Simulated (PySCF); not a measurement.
From one molecule to another.

First species: C5H8O2Se.
Bonds: C1–C2 (double), C2–O3, O3–C4, C4–C5, C4–O6 (double), C2–Se7, Se7–C8. Hydrogens: H9, H10 on C1; H11, H12, H13 on C5; H14, H15, H16 on C8.

Second species: C2H6B2O4.
InChI=1S/C2H6B2O4/c5-3(6)4-7-1-2-8-4/h5-6H,1-2H2

Levels: CAM-B3LYP/def2-SVPD for dipole moment, HOMO energy, LUMO energy, HOMO–LUMO gap, static isotropic polarisability and electronic spatial extent ⟨r²⟩ about the centre of nuclear charge; TDDFT CAM-B3LYP/def2-SVPD for lowest singlet excitation; PBE0-D3(BJ)/def2-SVP for rotational constant A and rotational constant C. Geometries: PBE0-D3(BJ)/def2-SVP. Each species is one conformer at its optimised geometry, gas phase, non-relativistic unless stated; the electronic structure was computed with PySCF and density fitting.

The conformers computed, where there is a choice (atom-mapped SMILES and torsion angles):
- `[CH2:1]=[C:2]([O:3][C:4]([CH3:5])=[O:6])[Se:7][CH3:8]`: C1–C2–O3–C4 2°, C2–O3–C4–C5 180°, C1–C2–Se7–C8 -1°
- `[OH:1][B:2]([OH:3])[B:4]1[O:5][CH2:6][CH2:7][O:8]1`: O1–B2–B4–O5 -2°, H–O1–B2–O3 180°, H–O3–B2–O1 0°

Values for the first species:

```
Dipole moment                                                     : 1.49 D
HOMO energy                                                       : -7.46 eV
LUMO energy                                                       : 0.63 eV
HOMO–LUMO gap                                                     : 8.09 eV
Lowest singlet excitation                                         : 4.75 eV
Static isotropic polarisability                                   : 96.8 au
Electronic spatial extent ⟨r²⟩ about the centre of nuclear charge : 1748 bohr²
Rotational constant A                                             : 3.451 GHz
Rotational constant C                                             : 0.605 GHz
```

Q: Estimate the same properties for the second species, and the change in each.

A: 
```csv
property,first,second,second less first
dipole moment,1.49 D,2.87 D,+1.38 D
HOMO energy,-7.46 eV,-9.62 eV,-2.16 eV
LUMO energy,0.63 eV,0.60 eV,-0.03 eV
HOMO–LUMO gap,8.09 eV,10.22 eV,+2.13 eV
lowest singlet excitation,4.75 eV,6.85 eV,+2.10 eV
static isotropic polarisability,96.8 au,62.7 au,-34.1 au
electronic spatial extent ⟨r²⟩ about the centre of nuclear charge,1748 bohr²,1085 bohr²,-663 bohr²
rotational constant A,3.451 GHz,4.492 GHz,+1.041 GHz
rotational constant C,0.605 GHz,1.020 GHz,+0.415 GHz
```

On the first: S1 lies 3.34 eV below the HOMO–LUMO gap; its leading configuration is HOMO→LUMO+1, weight 0.76. No computed singlet falls in the visible range (750 to 380 nm, 1.65 to 3.26 eV); S1 lies 1.49 eV above its blue end. Relativistic effects, spin–orbit coupling among them, are left out although an element past zinc is present.

On the second: The polarisability is 9.29 Å³ as a volume (1 au = 0.148185 Å³), or 1.04 au for each of the 60 electrons. S1 lies 3.37 eV below the HOMO–LUMO gap; its leading configuration is HOMO−1→LUMO, weight 0.96.
